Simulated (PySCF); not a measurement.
PySCF job for C4H6ClF, SMILES C[C@@]1(F)[C@@H](C1)Cl, PBE/pcSseg-1. Coordinates come from a B3LYP-D3(BJ)/def2-SVP optimisation. The structure was generated by enumeration; whether it is a known compound was not checked.

```python
import numpy as np
from pyscf import gto, scf, dft
from pyscf.prop.nmr import rks as nmr

mol = gto.M(
    atom='''
    C     2.07919508   -0.82856008   -0.39937359
    C     0.70291855   -0.54036568    0.12949420
    F     0.73694049   -0.11114299    1.42732562
    C    -0.50754507   -1.34529702   -0.24885102
    C    -0.35678123    0.07697301   -0.74088441
    Cl   -1.39200238    1.34969865   -0.08707517
    H     2.03572439   -1.14379644   -1.45195125
    H     2.71008318    0.07105505   -0.32794076
    H     2.55100064   -1.63420782    0.18514760
    H    -1.23598932   -1.49961222    0.55101493
    H    -0.41509198   -2.16276832   -0.96988950
    H    -0.12087506    0.24823833   -1.79434454
    ''',
    basis='pcSseg-1',
    charge=0,
    spin=0,
    max_memory=1600,
    verbose=3,
)
mf = dft.RKS(mol, xc='pbe')
mf.grids.level = 3
mf.conv_tol = 1e-10
mf.max_cycle = 100
mf.kernel()
n = nmr.NMR(mf)
n.verbose = 2
n.max_cycle_cphf = 60
sigma = n.kernel()
print('atom   isotropic/ppm   span/ppm')
for i, s in enumerate(sigma):
    w = np.linalg.eigvalsh((s + s.T) / 2)
    print(f'{mol.atom_symbol(i):2s}{i + 1:3d} {w.mean():14.3f} {w[2] - w[0]:11.3f}')
```

Output:

```
converged SCF energy = -715.511620905216
atom   isotropic/ppm   span/ppm
C   1        157.025      47.233
C   2         99.809     115.722
F   3        361.819     115.347
C   4        155.758      56.106
C   5        132.960      90.152
Cl  6        813.087     464.616
H   7         30.793      10.660
H   8         29.219      10.182
H   9         29.192      10.187
H  10         30.242      11.106
H  11         30.266      12.736
H  12         28.546      14.660
```

Self-consistency was reached.

Cost: about 21 core-seconds (a rough figure).
